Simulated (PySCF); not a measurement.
[(Z)-prop-1-enyl]silane (C3H8Si), SMILES C(/[SiH3])=C/C. Heavy atoms are numbered as in [CH3:1]/[CH:2]=[CH:3]\[SiH3:4]. Hydrogens are named by the atom that carries them.

Coordinates come from a r2SCAN-D4/def2-SVP optimisation.

Level of theory: PBE/pcSseg-1 (PySCF).

GIAO shieldings, no solvent; atoms alike by connectivity are averaged. δ = σ(ref) − σ: ¹³C against TMS (σ = 182.0 ppm); ²⁹Si against TMS (σ = 335.4 ppm); ¹H against TMS (σ = 31.49 ppm), references at their B3LYP-D3(BJ)/def2-TZVP geometries, non-relativistic.

| nucleus | atoms | count | δ (ppm) |
|---|---|---|---|
| ¹³C | C2 (CH) | 1 | 159.9 |
| ¹³C | C3 (CH) | 1 | 123.9 |
| ¹³C | C1 (CH3) | 1 | 25.8 |
| ²⁹Si | Si4 (SiH3) | 1 | -90.0 |
| ¹H | H on C2 | 1 | 7.11 |
| ¹H | H on C3 | 1 | 5.99 |
| ¹H | H on Si4 | 3 | 4.52 |
| ¹H | H on C1 | 3 | 2.24 |
